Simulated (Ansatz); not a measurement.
Basis-set series for `[CH2]1[SnH2][Te]1`. Charge 0, multiplicity 1. Sn, Te takes the def2 core potential. All single points use the PBE0-D4/def2-TZVP geometry.

```csv
functional,basis,functions,energy (Eh),HOMO (eV),LUMO (eV)
PBE0-D4,def2-SVP,86,-522.73201,-5.88,-1.33
PBE0-D4,def2-TZVPP,187,-522.79992,-5.98,-1.46
ωB97M-V,def2-SVP,86,-522.64810,-7.92,0.43
ωB97M-V,def2-TZVPP,187,-522.72057,-8.04,0.19
```

Give the rows for def2-QZVPP. (Estimate.)

Ansatz gave: 
```
functional       basis  functions  energy (Eh)  HOMO (eV)  LUMO (eV)
   PBE0-D4  def2-QZVPP        341   -522.80609      -5.99      -1.48
   ωB97M-V  def2-QZVPP        341   -522.72682      -8.06       0.09
```

Positive LUMOs are unbound and depend on the basis.
